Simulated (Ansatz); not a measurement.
Stepwise reaction of `CO[Si](O)(O)O[SiH3]` with hydrogen, as a gas-phase model of exchange steps in deposition or etching. ΔE in kJ/mol.

Computed with Ansatz on PBE0-D4/def2-TZVP structures; ΔE is electronic, products minus reactants. CBS: MP2 limit from def2 TZ/QZ plus the TZ coupled-cluster correction, frozen cores. This one scheme is used for every species. Functionals use def2-TZVPP. B3LYP here is the variant with VWN-RPA as its local correlation; programs differ in this. One conformer a species, not always the lowest.

```tsv
step	reaction	PBE-D4	B3LYP-D4	ωB97M-V	CCSD(T)/CBS
2	`CO[SiH](O)O[SiH3]` + H₂ → `CO[SiH2]O[SiH3]` + H₂O	94.1	100.8	102.2	99.0
```

**Question.** Give the row of step 1, `CO[Si](O)(O)O[SiH3]` + H₂ → `CO[SiH](O)O[SiH3]` + H₂O. (Estimate.)

**Answer.** Ansatz gave: 
```
step                                                reaction  PBE-D4  B3LYP-D4  ωB97M-V  CCSD(T)/CBS
   1  `CO[Si](O)(O)O[SiH3]` + H₂ → `CO[SiH](O)O[SiH3]` + H₂O    93.4     101.1    102.1         98.5
```

**Question.** By hand: ΔE of the 2 steps together at CCSD(T)/CBS.

**Answer.** (98.5) + (99.0) = 197.5 kJ/mol, or 98.8 kJ/mol a step.

In ΔE the steps differ by no more than 0.5 kJ/mol. All are uphill at CCSD(T)/CBS. PBE-D4 differs from CCSD(T)/CBS by -5.1 to -4.9 kJ/mol a step. Isolated molecules leave out the surface, adducts and barriers. Largest T1 diagnostic: 0.011.
